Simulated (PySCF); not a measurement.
## Ga⁷⁺ (gallium, charge +7) across methods

[Ar] 3d6, high-spin 5D determinant. Calculation: PySCF 2.14, in an uncontracted even-tempered set (20 s from 0.32 bohr⁻², ratio 2.5; 13 p from 0.42 bohr⁻², ratio 2.5; 9 d from 0.42 bohr⁻², ratio 2.5; 5 f from 2.5 bohr⁻², ratio 2.7; 4 g from 3.8 bohr⁻², ratio 2.7); the spin-free X2C one-electron Hamiltonian (Gaussian nucleus).

| method | E (hartree) | mean ε 3p β (eV) | mean ε 3d α (eV) | mean ε 3d β (eV) | Σ⟨r²⟩ (bohr²) | ⟨S²⟩ |
| --- | --- | --- | --- | --- | --- | --- |
| PBE | -1926.607 | -237.38 | -162.01 | -155.90 | 7.212 | 6.001 |
| UHF | -1925.74269 | -255.11 | -179.73 | -170.93 | 7.168 | 6.002 |
| LDA | -1923.639 | -237.44 | -162.21 | -155.61 | 7.221 | 6.000 |
| PBE0 | -1926.676 | -242.30 | -166.76 | -160.04 | 7.195 | 6.001 |

Question: Estimate the same row for r2SCAN.

Answer: E (hartree) = -1926.902; mean ε 3p β (eV) = -238.91; mean ε 3d α (eV) = -163.23; mean ε 3d β (eV) = -156.55; Σ⟨r²⟩ (bohr²) = 7.185; ⟨S²⟩ = 6.001.
